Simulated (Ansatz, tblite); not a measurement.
Removing and adding an electron: Zn₁₃O₁₃H₃₀. Charge 0, multiplicity 1. Geometry: PBE-D4/def2-SVP. Ansatz, gas phase; energy differences of separate SCF runs; the oxidised species was run as a doublet alone; the reduced species was run as a doublet alone.

```xyz
56

Zn   -2.4131    0.2003    1.0881
Zn    0.0994   -2.4676    2.8800
Zn   -2.0385   -3.4099    1.5710
Zn   -1.5996   -1.5915   -1.3973
Zn    0.9866   -3.7649    0.3412
Zn    0.0762    1.8275    3.4538
Zn   -1.7550    3.6310    1.4079
Zn   -1.4252    1.5682   -1.5981
Zn    0.9058    3.5077    1.1311
Zn    0.7373   -0.0231    0.2591
Zn    2.1681   -1.1439   -2.8949
Zn    2.2196    1.8312   -2.6448
Zn    0.1190   -0.1018   -4.2687
O    -1.7190   -1.3354    2.3622
O    -1.6612    1.8146    2.3548
O    -0.6011    0.1130    4.3101
O    -1.0693    0.0353   -0.3748
O     1.1485   -1.7749    1.1652
O    -0.9446   -3.2675   -0.1575
O     0.0474   -1.7166   -2.7136
O     1.3624   -3.7896   -1.6567
O     1.1029    1.4416    1.5935
O    -0.5904    3.1260   -0.4417
O     0.2231    1.5315   -3.0334
O     1.6602    3.5965   -1.8063
O     2.0596    0.1938   -1.2453
H    -3.9669    0.3705    1.1113
H     0.9160   -1.9660    4.1497
H    -3.5338   -3.8275    1.6630
H    -0.6762   -3.9021    2.5443
H    -2.9427   -2.0739   -2.0357
H     1.7825   -4.6960    1.3085
H     0.9887    2.8086    4.2540
H    -3.0605    4.4036    1.0642
H    -0.2578    4.2098    2.0929
H    -2.6675    2.0130   -2.4366
H     2.3388    4.0054    0.6514
H     3.2429   -2.2531   -2.5154
H     3.6165    1.6821   -3.3245
H    -0.9506   -0.3324   -5.3741
H     1.8471   -0.3378   -4.3157
H    -2.5128   -1.5095    2.9130
H    -2.4465    1.8217    2.9404
H    -1.1065   -0.3630    3.5819
H     0.0717   -0.5811    4.5477
H     2.0536   -1.7666    1.5367
H    -1.3433   -3.9492   -0.7373
H    -0.3150   -2.2798   -3.4313
H     0.7764   -3.0691   -2.0434
H     2.2577   -3.4773   -1.9595
H     2.0440    1.4374    1.8610
H    -1.0216    3.9165   -0.8326
H    -0.1403    2.2570   -3.5823
H     0.7622    3.4168   -1.3900
H     2.1689    3.9119   -1.0106
H     2.9759    0.0988   -0.9157
```

The xTB rows come from tblite. Single mean-field runs in def2-TZVP are fitted with def2-universal-jkfit.

```tsv
level	−HOMO (eV)	vertical IE (eV)	−LUMO (eV)	vertical EA (eV)	HOMO–LUMO gap (eV)	IE − EA (eV)	remarks
GFN2-xTB	11.31	12.74	7.42	5.66	3.89	7.07	–
PBE0-D4/def2-TZVP	7.71	8.89	2.00	1.05	5.71	7.84	HOMO above zero (-1 doublet)
```

Estimate the rows for GFN1-xTB, PBE-D4/def2-TZVP.


```tsv
level	−HOMO (eV)	vertical IE (eV)	−LUMO (eV)	vertical EA (eV)	HOMO–LUMO gap (eV)	IE − EA (eV)	remarks
GFN1-xTB	9.50	11.29	5.24	3.64	4.26	7.65	–
PBE-D4/def2-TZVP	6.51	–	2.83	1.38	3.67	–	HOMO above zero (-1 doublet)
```

Run but left out: PBE-D4/def2-TZVP (charge +1 doublet: an occupied level 0.07 eV above an empty one).   A HOMO above zero means that the electron is unbound at that level or that self-interaction error raises the level; the energy of removing that electron tells which. Raw xTB energy differences between charge states are shifted by several eV; the methods need an empirical correction for them. Sets without diffuse functions give affinities that are too small.
